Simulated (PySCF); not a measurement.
Method: PBE-D3(BJ)/def2-TZVP // TPSS-D3(BJ)/def2-SVP run with PySCF. All species are isolated molecules in the gas phase. One relaxed conformer stands for a flexible species; it need not be the lowest. 

Reference species: [Zn(NH2)2] (neutral, multiplicity 1).

The coordination number is 2 and the charge on the central atom (Mulliken) is 0.35 e. The LUMO is -1.21 eV.

Changed species: [Zn(SH)2] (2 of 2 NH2 replaced by SH; the reference has 0 of 2 NH2 replaced by SH).

Question: Give the shifts of the coordination number, charge on the central atom (Mulliken) and LUMO.

Answer: the coordination number stays essentially unchanged; the charge on the central atom (Mulliken) falls by 0.03 e, to 0.32 e; the LUMO falls by 0.69 eV, to -1.90 eV.
